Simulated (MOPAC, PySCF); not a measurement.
H3B, SMILES `B`, neutral singlet in the gas phase. 

Z-matrix (Å, degrees):
```
B
H 1 1.1935
H 1 1.1935 2 120.00
H 1 1.1935 2 120.00 3 -180.00
```
Charge 0, multiplicity 1.

All levels are single points at this geometry (PBE0-D3(BJ)/def2-TZVP); Pople sets use spherical d functions. Orbital energies aren't observables, and empty levels follow the basis.

```json
[
 {"level": "PBE0-D3(BJ)/def2-TZVP in PySCF", "HOMO (eV)": "-9.92", "LUMO (eV)": "-1.95", "gap (eV)": "7.97", "dipole (D)": "0.00", "vertical IE, Delta-SCF (eV)": "–"},
 {"level": "B3LYP/6-311+G** in PySCF", "HOMO (eV)": "-9.74", "LUMO (eV)": "-2.25", "gap (eV)": "7.49", "dipole (D)": "0.00", "vertical IE, Delta-SCF (eV)": "–"},
 {"level": "B3LYP/6-31G* in PySCF", "HOMO (eV)": "-9.57", "LUMO (eV)": "-1.78", "gap (eV)": "7.78", "dipole (D)": "0.00", "vertical IE, Delta-SCF (eV)": "13.10"},
 {"level": "SVWN5/6-31G* in PySCF", "HOMO (eV)": "-8.27", "LUMO (eV)": "-3.00", "gap (eV)": "5.27", "dipole (D)": "0.00", "vertical IE, Delta-SCF (eV)": "–"},
 {"level": "AM1 in MOPAC", "HOMO (eV)": "-11.85", "LUMO (eV)": "1.60", "gap (eV)": "13.45", "dipole (D)": "0.00", "vertical IE, Delta-SCF (eV)": "–"},
 {"level": "PM3 in MOPAC", "HOMO (eV)": "-13.55", "LUMO (eV)": "0.14", "gap (eV)": "13.69", "dipole (D)": "0.00", "vertical IE, Delta-SCF (eV)": "–"}
]
```
